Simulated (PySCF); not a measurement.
BP86 on Cl⁻ (chlorine, charge -1), [Ar], closed-shell 1S. All numbers are calculated (PySCF 2.14, the spin-free X2C one-electron Hamiltonian (Gaussian nucleus), in aug-cc-pVQZ-DK (7s6p4d3f2g, 84 functions)).

```
cycle= 1 E= -461.765732940664  delta_E= -0.00825  |g|= 0.0265  |ddm|=  1.1
cycle= 2 E= -461.765767195038  delta_E= -3.43e-05  |g|= 0.00843  |ddm|= 0.109
cycle= 3 E= -461.76576633214  delta_E= 8.63e-07  |g|= 0.00536  |ddm|= 0.0377
cycle= 4 E= -461.765781632202  delta_E= -1.53e-05  |g|= 0.000528  |ddm|= 0.0143
cycle= 5 E= -461.765781819922  delta_E= -1.88e-07  |g|= 2.27e-06  |ddm|= 0.000987
cycle= 6 E= -461.765781819926  delta_E= -3.92e-12  |g|= 1.69e-07  |ddm|= 1.38e-05
converged SCF energy = -461.765781819926  <S^2> = -3.5527137e-14  2S+1 = 1
```

Highest occupied orbital energy: 0.145 eV; ⟨L²⟩ = 0.00; populations by l: s 6.00, p 12.00, d 0.00, f 0.00.

(1) Can this result be used?

Answers

(1) With care. Self-consistency was reached. At BP86 the highest occupied level has a positive energy, so only the finite basis holds that electron; in a semilocal or global hybrid functional this comes from self-interaction and does not mean that the real anion is unbound.
